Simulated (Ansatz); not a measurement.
Start from `O[Si](O)(F)[SeH]` and change one atom or group to get `B[Si](O)(O)F`.

Ansatz, PBE0-D4/def2-TZVP geometries, multiplicity 1. Each molecule was computed in one conformer, which needn't be the lowest.

Scalar relativity is left out up to krypton.

```tsv
property	`O[Si](O)(F)[SeH]`
HOMO energy (ωB97M-V/def2-TZVPP) / eV	-9.56
size of the dipole moment (B3LYP/def2-TZVPP) / D	1.80
LUMO energy (PBE0/def2-TZVPP) / eV	-0.01
HOMO energy (B3LYP/def2-TZVPP) / eV	-7.12
size of the dipole moment (PBE/def2-TZVPP) / D	1.75
LUMO energy (ωB97M-V/def2-TZVPP) / eV	1.73
```

(1) Give the same properties after the change, and the shifts. (Best estimate.)

Results:

(1) The calculation gave: 
| property | `B[Si](O)(O)F` | shift |
| --- | --- | --- |
| HOMO energy (ωB97M-V/def2-TZVPP) / eV | -10.82 | -1.26 |
| size of the dipole moment (B3LYP/def2-TZVPP) / D | 1.38 | -0.42 |
| LUMO energy (PBE0/def2-TZVPP) / eV | -2.58 | -2.57 |
| HOMO energy (B3LYP/def2-TZVPP) / eV | -8.39 | -1.27 |
| size of the dipole moment (PBE/def2-TZVPP) / D | 1.37 | -0.38 |
| LUMO energy (ωB97M-V/def2-TZVPP) / eV | -0.58 | -2.31 |

With PBE0 the HOMO falls by 1.21 eV and the LUMO falls by 2.57 eV, so the gap narrows by about 1.36 eV. PBE moves the HOMO by -1.00 eV and ωB97M-V by -1.26 eV. The zero-point energy changes by 30.8 kJ/mol with +3 modes. Dipoles are sizes alone; their direction can turn.

B3LYP here is the variant with VWN-RPA as its local correlation; programs differ in this.

Spin–orbit coupling is left out; it splits and shifts lone-pair levels of the heavy atoms by tenths of an eV.
